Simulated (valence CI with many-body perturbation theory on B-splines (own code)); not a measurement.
**Questions on La51+**

Level of theory: valence CI with perturbative core correlation (CI+MBPT): four valence electrons over a frozen Dirac-Fock core [He], radial functions for each j: 11 s, 11 p, 10 d, 8 f, 5 g, 2 h, with the one-electron correlation potential Σ1, the two-electron term Σ2, the three-electron term Σ3, Breit, model QED; selected CI, second order for the rest, scaled by the run's own slope (own B-spline code, finite nucleus).

No measured spectrum was set against this ion. As an estimate, large intervals hold to a few tenths of a per cent, small ones and those within an open d or f shell to about a per cent. Among the levels kept, up to 880 cm⁻¹ of a level comes from second order outside the variational space, and about a tenth of that is noise between levels of different J, which matters for small intervals.

Levels are named by their leading jj configuration (3d3/2^4 stands for four electrons in 3d with j = 3/2), which in mixed levels can hold well under half, so a name can repeat and another be missing.

Rates and lifetimes use the calculated energies. Strong lines usually hold to 10 to 20 %, long lifetimes can be off by a factor of two.

Task: What is the ground level?

Result: (2s^2 2p1/2^2) J=0, composition 70 % 2s2.2p2 3P + 30 % 2s2.2p2 1S.

Task: Among levels below 7279.5 eV, which E1 lines absorb most strongly from the ground level?

Result: to (2s^2 2p1/2 3d3/2) J=1 at 0.2076 nm, f = 0.835; to (2s 2p1/2^2 3p1/2) J=1 at 0.2087 nm, f = 0.641; to (2s 2p1/2^2 3p3/2) J=1 at 0.2037 nm, f = 0.363.

Task: How well does LS coupling describe the low levels?

Result: Among the lowest 20 levels the leading LS term, summed over configurations, holds 66 % on average. For single configurations the figures are 66 % in LS and 99 % in jj coupling. Terms mix most in the J = 1 level at 691.8 eV, where the leading one holds 35 %.

Task: What is the ionisation energy?

Result: 10137 eV; NIST lists 10136 ± 4 eV (theoretical).

Task: Name the longest-lived excited levels whose lifetime is computed, and their main decay.

Result: (2s^2 2p1/2 2p3/2) J=2 at 442.2 eV lives 1.15 μs, mostly by E2 to (2s^2 2p1/2^2) J=0; (2s^2 2p1/2 2p3/2) J=1 at 425.9 eV lives 2.00 ns, mostly by M1 to (2s^2 2p1/2^2) J=0.
